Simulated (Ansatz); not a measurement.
`N[SiH2][GeH2][NH2]` + H–F → `[NH2][GeH2][SiH2]F` + NH₃  (ligand exchange at the Si–N bond)

Calculated with Ansatz (gas phase, PBE0-D4/def2-TZVP geometries, no zero-point term in ΔE). CBS: MP2 limit from def2 TZ/QZ plus the TZ coupled-cluster correction, frozen cores. This one scheme is used for every species. DFT in def2-TZVPP. B3LYP here is the variant with VWN-RPA as its local correlation; programs differ in this. For Ge outer-core shells are correlated without core-valence functions, which leaves a few kJ/mol of doubt a bond. Scalar relativity is left out up to krypton. One conformer a species, not always the lowest.

```
             level  ΔE (kcal/mol)  difference from CCSD(T)/CBS
            PBE-D4          -18.0                          0.9
           PBE0-D4          -18.0                          0.9
          B3LYP-D4          -19.9                         -1.0
           ωB97X-V          -20.0                         -1.1
           ωB97M-V          -19.6                         -0.7
            B2PLYP          -20.6                         -1.7
               PBE          -19.0                         -0.1
            r2SCAN          -20.1                         -1.2
             B3LYP          -21.4                         -2.5
     HF/def2-TZVPP          -23.2                         -4.3
   CCSD/def2-TZVPP          -19.5                         -0.6
CCSD(T)/def2-TZVPP          -18.9                          0.0
     HF/def2-QZVPP          -23.6                         -4.7
    MP2/def2-QZVPP          -18.4                          0.5
SCS-MP2/def2-QZVPP          -19.7                         -0.8
     MP2/CBS(def2)          -18.3                          0.6
       CCSD(T)/CBS          -18.9                            0
```

Largest T1 diagnostic among the species: 0.011.

The D4 term adds +1.5 kcal/mol with B3LYP and +0.9 kcal/mol with PBE0; it sums over pairs of atoms, weighted by their polarisabilities, and B3LYP, whose exchange is more repulsive, gets the larger term. In def2-TZVPP, CCSD(T) changes the Hartree–Fock value by +4.3 kcal/mol (the triples alone add +0.6 kcal/mol) and MP2 by +4.9 kcal/mol.
